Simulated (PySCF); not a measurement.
CH9NSi4, SMILES [SiH3][Si@H]1[SiH2]C=N[SiH2]1. Heavy atoms are numbered as in [SiH3:1][Si@H:2]1[SiH2:3][CH:4]=[N:5][SiH2:6]1. Hydrogens are named by the atom that carries them.

Geometry: PBE-D3(BJ)/def2-SVP. The structure was generated by enumeration; whether it is a known compound was not checked.

All values below come from PySCF with M06-2X/def2-TZVP.

Atomic charges (e), one atom of each kind:

```csv
atom,Löwdin,Mulliken
Si1 (SiH3),(withheld),0.05
Si2 (SiH),-0.02,-0.10
Si3 (SiH2),(withheld),0.11
C4 (CH),-0.35,-0.15
N5,(withheld),-0.26
Si6 (SiH2),0.16,0.25
H on Si1,(withheld),-0.01
H on Si2,-0.01,0.02
H on Si3,-0.02,0.00
H on C4,0.13,0.14
H on Si6,(withheld),-0.01
```

Problem. Some entries are withheld; supply them. (Estimate from the structure and the level; the computed values follow.)

Solution. 
- Si1 (SiH3), Löwdin: 0.11
- Si3 (SiH2), Löwdin: 0.19
- N5, Löwdin: -0.03
- H on Si1, Löwdin: -0.03
- H on Si6, Löwdin: -0.03

Computed Mayer and Wiberg (Löwdin basis) orders of the bonds:
```
bond     Mayer  Wiberg
-------  -----  ------
Si1–Si2   0.95    1.15
Si2–Si3   0.95    1.07
Si3–C4    0.89    1.08
C4–N5     1.88    2.37
Si2–Si6   0.90    1.03
N5–Si6    1.03    1.26
```
